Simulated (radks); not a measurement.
Results of a calculation; reference values are marked as such.
Problem. Species: Ir. Configuration: [Xe] 4f14 5d7 6s2. Level of theory: scalar-relativistic Kohn-Sham, PBE, spin-polarised, spherical densities, point nucleus; open shells are filled with parallel spins first (spin-orbit coupling, left out, can overturn this in heavy ions); hard spherical wall at 7 bohr (a radial shooting solver on a logarithmic mesh with Libxc functionals). Some entries of the table are withheld. Estimate them.

orbital  occ.  eigenvalue (eV)  <r^2> (bohr^2)  r(max) (bohr)
1s down     1        -76138.30       0.0004193        0.01082
1s up       1        -76138.30       0.0004193        0.01082
2s up       1        -13318.67        0.006415        0.06228
2s down     1        -13318.49        0.006415        0.06228
2p up       3        -11568.84        0.005363        0.05138
2p down     3        -11568.70        0.005363        0.05138
3s up       1        -3114.804         0.04147         0.1756
3s down     1        -3114.742         0.04147         0.1756
3p up       3        -2603.255         0.04244         0.1745
3p down     3        -2603.184         0.04244         0.1745
3d up       5        -2040.734         0.03516         0.1421
3d down     5        -2040.607         0.03516         0.1421
4s up       1        -664.2191          0.2022         0.3972
4s down     1        -664.0476          0.2022         0.3972
4p up       3        -496.4763          0.2308         0.4174
4p down     3        -496.3177          0.2307         0.4175
4d up       5        -290.6214          0.2648         0.4262
4d down     5        -290.4366          0.2646         0.4263
5s up       1         -98.1966           1.077         0.8916
5s down     1         -96.8482           1.069         0.8892
4f up       7         -61.8833          0.3524         0.3951
4f down     7         -61.5839          0.3496         0.3950
5p up       3         -55.0832           1.461          1.005
5p down     3         -53.3797           1.451          1.001
5d up       5          -7.6353           3.455            (1)
6s up       1          -6.4476           8.720          2.372
5d down     2          -5.8079           3.685            (2)
6s down     1          -5.4968           9.262          2.437
6p up       0              (3)           13.68          3.196
6p down     0              (4)           14.24          3.309
7s up       0           6.0817             (5)          4.974
7s down     0           6.5379             (6)          5.024
5f up       0           9.4318           20.45          4.617
5f down     0           9.6629           20.86          4.663

Solution. 
(1) 5d up r(max) (bohr): 1.302
(2) 5d down r(max) (bohr): 1.299
(3) 6p up eigenvalue (eV): -0.4492
(4) 6p down eigenvalue (eV): 0.0508
(5) 7s up <r^2> (bohr^2): 20.73
(6) 7s down <r^2> (bohr^2): 20.65
